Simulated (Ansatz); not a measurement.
```yaml
crystal:
  periodic: [false, false, false]
  atoms:
    - {symbol: Be, position_ang: [1.015203, 0.144702, 0.052051]}
    - {symbol: Be, position_ang: [-1.015305, -0.144702, -0.052149]}
    - {symbol: S, position_ang: [-0.243061, 1.619390, 0.239820]}
    - {symbol: S, position_ang: [0.243163, -1.619390, -0.239721]}
basis:
  gaussian: {orbitals: def2-mTZVPP}
hamiltonian: {xc: {name: LC-wPBE}}
scf: {lower_state_search: light}
output: {forces: true}
```

```sh
$ ansatz run in.yaml --threads 4 --pin off --events-out ev --progress --plain --max-ram 3916MiB
```

Output, abridged:

```
Functional definition: LC-wPBE
740 factors; their error is unknown
310 factors; integrals over basis functions are off by at most 2.0e-5 eV
mean field evaluation 1: about -22466.7585 eV, gradient 2.3e1 eV
mean field evaluation 2: about -22468.4590 eV, gradient 1.6e1 eV
mean field evaluation 4: about -22469.0899 eV, gradient 5.5e-1 eV
mean field evaluation 8: about -22469.0677 eV, gradient 6.6e-2 eV
mean field -22469.06777425 eV, -825.7230106225 hartree, gradient 7.1e-5 eV, S^2 0.000000; 0 other end points of the search recorded, 0 dependent functions left out
reference -22469.06777425 eV, -825.7230106227 hartree; 20, 20 occupied and 56, 56 virtual orbitals, 740 factors
Total energy: -22469.06777425 eV, -825.7230106227 hartree
Atom 0 at     1.015203     0.144702     0.052051 Å, force    -0.861695    -0.122855    -0.043956 eV/Å
Atom 1 at    -1.015305    -0.144702    -0.052149 Å, force     0.863284     0.123003     0.044565 eV/Å
Atom 2 at    -0.243061     1.619390     0.239820 Å, force     0.046035    -0.312013    -0.046491 eV/Å
Atom 3 at     0.243163    -1.619390    -0.239721 Å, force    -0.047625     0.311865     0.045882 eV/Å
Dipole moment:    -0.000160    -0.000011    -0.000086 e Å
```

Run time 0.6 s (4 threads of Arm Neoverse V2 on a shared host).

LC-ωPBE has ω = 0.4 bohr⁻¹.
